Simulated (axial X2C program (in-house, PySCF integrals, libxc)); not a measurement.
# Bond lengths and stretching modes, held linear, of HWH⁺

Computed with an in-house all-electron X2C program for linear molecules (integrals from PySCF): two-component X2C with atomic mean-field Coulomb and Gaunt terms, Gaussian nuclei, basis H dyall-v3z, W dyall-v3z with contracted cores. Spin-free rows use the one-electron spin-free X2C Hamiltonian.

Masses H 1.008, W 183.951, H 1.008 u. States: 2c Ω = 1/2 (beyond evenly filled blocks: ω = 1/2); spin-free M_S = 5/2, Λ = 2 (beyond evenly filled blocks: 2 × σα, π+α, π-α, δ+α).

PBE0, spin-free: energies above the lowest point

| r(H–W) (Å) | r(W–H) (Å) | E (meV) |
| --- | --- | --- |
| 1.7540 | 1.7540 | 19.80 |
| 1.7540 | 1.7990 | 6.61 |
| 1.7540 | 1.8440 | 7.10 |
| 1.7990 | 1.7540 | 6.61 |
| 1.7990 | 1.7990 | 0.00 |
| 1.7990 | 1.8440 | 7.17 |
| 1.7990 | 1.8889 | 24.27 |
| 1.8440 | 1.7540 | 7.10 |
| 1.8440 | 1.7990 | 7.17 |
| 1.8440 | 1.8440 | 21.19 |
| 1.8889 | 1.7990 | 24.27 |
| 1.8889 | 1.8889 | 76.36 |

Q: Fit a quadratic surface with cubic terms in each bond: where is the minimum, and what are the two stretching wavenumbers?

A: At PBE0, spin-free: bonds 1.797 and 1.797 Å; harmonic stretches 987.6 and 1669.6 cm⁻¹; force constants 1.11, 1.11 and coupling 0.54 mdyn/Å.

The other levels and Hamiltonians give:

```csv
Hamiltonian,level,r(H–W) (Å),r(W–H) (Å),lower stretch (cm⁻¹),upper stretch (cm⁻¹)
2c,PBE0,1.798,1.798,983.2,1662.5
2c,PBE,1.809,1.809,1133.4,1620.6
spin-free,PBE,1.809,1.809,1134.2,1627.4
```

Each state is one determinant, the lowest of a limited PBE0 search; the stretches come from a fit to these few points and carry an uncertainty of a few per cent. Other orders of the atoms were not compared. Left out for rough or failed fits: HF 2c, MP2 2c, HF spin-free, MP2 spin-free. The molecule was held linear; bending was not examined, so a bent shape may lie lower. Note: functional without a current term on a determinant with orbital currents, of the molecule or an atom. Note: several unpaired electrons, one determinant need not be a pure state.
